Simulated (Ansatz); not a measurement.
BMe2(PMe2) (C₄H₁₂BP). Charge 0, multiplicity 1. Geometry r2SCAN-D4/def2-SVP, basis def2-TZVP, Ansatz.

```xyz
18

B    -0.266   -0.570   -0.712
C     0.454   -1.974   -0.751
H     1.533   -1.779   -0.920
H     0.123   -2.612   -1.587
H     0.395   -2.556    0.183
C    -0.804    0.069   -2.048
H     0.050    0.196   -2.742
H    -1.311    1.041   -1.961
H    -1.486   -0.632   -2.562
P    -0.617    0.245    0.949
C    -0.497    2.084    0.763
C     0.766   -0.159    2.112
H     0.512    2.420    0.473
H    -0.773    2.572    1.710
H    -1.213    2.418   -0.003
H     1.736    0.246    1.779
H     0.543    0.241    3.113
H     0.855   -1.252    2.204
```

```tsv
run	HOMO (eV)	LUMO (eV)
A	-5.12	-1.83
B	-6.04	-0.75
C	-8.27	1.32
D	-5.03	-1.64
E	-5.19	-1.35
F	-8.57	1.43
```

LC-ωPBE has ω = 0.4 bohr⁻¹.

Task: The runs used LC-ωPBE, LDA (SPW92), PBE, PBE0, r2SCAN, ωB97X-V. Estimate which is which.

Result: A LDA (SPW92) (0 % exact exchange); B PBE0 (25 % exact exchange); C ωB97X-V (range-separated); D PBE (0 % exact exchange); E r2SCAN (0 % exact exchange); F LC-ωPBE (range-separated). Exact exchange lowers occupied and raises empty levels; among semilocal functionals meta-GGAs tend to open the gap a little, and such runs are hard to tell apart. The gap grows from 3.29 eV (LDA (SPW92)) to 10.00 eV (LC-ωPBE).
